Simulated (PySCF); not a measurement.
PySCF 2.14 output of an unrestricted r2SCAN calculation on a single atom or ion in aug-cc-pwCVTZ (10s9p7d4f3g, 127 functions), with the non-relativistic Hamiltonian (point nucleus):

```
SCF conv_tol = 1e-09
number electrons alpha = 15  beta = 11
    J. W. Furness, A. D. Kaplan, J. Ning, J. P. Perdew, and J. Sun.,  J. Phys. Chem. Lett. 11, 8208-8215 (2020)
    J. W. Furness, A. D. Kaplan, J. Ning, J. P. Perdew, and J. Sun.,  J. Phys. Chem. Lett. 11, 9248-9248 (2020)
    J. W. Furness, A. D. Kaplan, J. Ning, J. P. Perdew, and J. Sun.,  J. Phys. Chem. Lett. 11, 8208-8215 (2020)
    J. W. Furness, A. D. Kaplan, J. Ning, J. P. Perdew, and J. Sun.,  J. Phys. Chem. Lett. 11, 9248-9248 (2020)
cycle= 1 E= -1506.8255029714  delta_E= -0.0148  |g|= 0.0531  |ddm|= 0.548
cycle= 2 E= -1506.82564954237  delta_E= -0.000147  |g|= 0.0601  |ddm|= 0.268
cycle= 3 E= -1506.82610710182  delta_E= -0.000458  |g|= 0.00795  |ddm|= 0.0328
cycle= 4 E= -1506.82614159722  delta_E= -3.45e-05  |g|= 0.00486  |ddm|= 0.033
cycle= 5 E= -1506.8261516013  delta_E= -1e-05  |g|= 0.000388  |ddm|= 0.0187
cycle= 6 E= -1506.82615170896  delta_E= -1.08e-07  |g|= 0.000153  |ddm|= 0.0043
cycle= 7 E= -1506.82615171556  delta_E= -6.59e-09  |g|= 1.93e-05  |ddm|= 0.000427
cycle= 8 E= -1506.82615171567  delta_E= -1.08e-10  |g|= 1.97e-06  |ddm|= 9.17e-05
converged SCF energy = -1506.82615171567  <S^2> = 6.0013581  2S+1 = 5.0005432
```

The run itself started from symmetry-adapted Hartree-Fock orbitals and held the occupation by maximum overlap, on a logarithmic radial grid, so the iterations belong to that start.

**Question.** Which element, charge and spin multiplicity is this?

**Answer.** Ni²⁺ (nickel, charge +2), multiplicity 5; the state was [Ar] 3d7 4p1, one real determinant (an excited configuration).

⟨L²⟩ = 13.91 against 20 for a pure G term, so this real determinant mixes terms.
